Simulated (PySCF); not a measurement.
**Exercise with solution: dipole moment from atomic charges**

Al(Cl)(F)(SH) (AlClFHS), SMILES [SH][Al]([Cl])[F]. Atoms are numbered in the order given.

```xyz
5

Al    -0.3480    -0.0315     0.0000
Cl     0.6690    -1.8528     0.0000
F     -2.0074    -0.0274     0.0000
S      0.7272     1.8486     0.0000
H     -0.4164     2.5764     0.0000
```
Charge 0, spin multiplicity 1.

The structure is a stationary point at B3LYP-D3(BJ)/def2-SVP. One conformer was computed; it need not be the lowest.

Charges (e) from B3LYP/def2-TZVPD in PySCF:

```
atom     IAO  ESP fit
----  ------  -------
Al1    1.144    0.758
Cl2   -0.344   -0.218
F3    -0.570   -0.376
S4    -0.347   -0.345
H5     0.117    0.181
```

The dipole moment of the full density is 1.04 D.

### Question
What dipole moment does each set of point charges give, and which comes closer to that of the density?

### Answer

μ = Σ q r, and 1 e Å = 4.8032 D.
IAO: Σ q r = (0.215, 0.277, 0.000) e Å, |μ| = 1.68 D.
ESP fit: Σ q r = (0.019, 0.219, 0.000) e Å, |μ| = 1.06 D.
ESP fit comes closer in size. Point charges leave out the atoms' own dipoles (lone pairs, polarised bonds); fits to the potential absorb them, partitions of the density don't.
